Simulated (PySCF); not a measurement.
Calculation: PBE-D3(BJ)/def2-TZVP // BP86-D3(BJ)/def2-SVP (PySCF). Gas-phase values, no solvent. 

Reference species: [Cd(F)(Br)] (neutral, multiplicity 1).

```
Property                                 Result
-------------------------------------  --------
charge on the central atom (Mulliken)    0.82 e
coordination number                           2
LUMO                                   -3.32 eV
```

Changed species: [Cd(F)2] (0 of 2 F replaced by Br; the reference has 1 of 2 F replaced by Br).

What does the change do to the charge on the central atom (Mulliken), coordination number and LUMO?

the charge on the central atom (Mulliken) goes up by 0.17 e, to 0.99 e; the coordination number stays essentially unchanged; the LUMO falls by 0.10 eV, to -3.42 eV.
